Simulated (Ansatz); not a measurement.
Ge(CF3)Me3 (C₄H₉F₃Ge), relaxed as a singlet with RKS PBE0-D4/def2-SVP in Ansatz, starting from the GFN2-xTB geometry. Force threshold 0.02 eV/Å.

Start:

```xyz
17

Ge   -0.070   -0.119    0.086
C     0.807    1.362   -0.988
F     0.295    1.481   -2.229
F     2.133    1.170   -1.145
F     0.670    2.572   -0.408
C     0.879   -0.105    1.826
H     0.482   -0.869    2.487
H     0.767    0.861    2.311
H     1.939   -0.294    1.679
C     0.232   -1.763   -0.978
H    -0.207   -2.625   -0.485
H     1.296   -1.945   -1.102
H    -0.216   -1.666   -1.963
C    -1.977    0.408    0.210
H    -2.414    0.486   -0.782
H    -2.073    1.372    0.704
H    -2.542   -0.326    0.778
```

Question: Estimate the energy that the relaxation releases and the steps that it takes.

Answer: 0.08 eV, in 6 steps; 55 s on 4 threads of Intel Xeon on a shared host. No frequencies were taken in this run, so the end may be a saddle point.

Question: Does the start keep its bonding and symmetry?

Answer: By distances, no bond broke or formed. The bond that changes most is Ge1–C6, from 1.98 to 1.95 Å (atoms count from 1). Point group C3v at the start, C3v at the end, both within 0.05 Å.

Question: Predict the relaxed structure.

Answer: 
```xyz
17

Ge   -0.050   -0.084    0.061
C     0.814    1.374   -0.998
F     0.280    1.489   -2.227
F     2.132    1.163   -1.165
F     0.685    2.574   -0.404
C     0.848   -0.112    1.788
H     0.423   -0.898    2.430
H     0.731    0.855    2.297
H     1.922   -0.311    1.659
C     0.224   -1.728   -0.945
H    -0.230   -2.581   -0.419
H     1.298   -1.928   -1.070
H    -0.234   -1.649   -1.941
C    -1.932    0.389    0.211
H    -2.390    0.463   -0.786
H    -2.045    1.357    0.720
H    -2.476   -0.373    0.789
```
Bond lengths: 4 × C–Ge 1.95 to 2.00 Å; 3 × C–F 1.35 Å; 9 × C–H 1.10 Å.
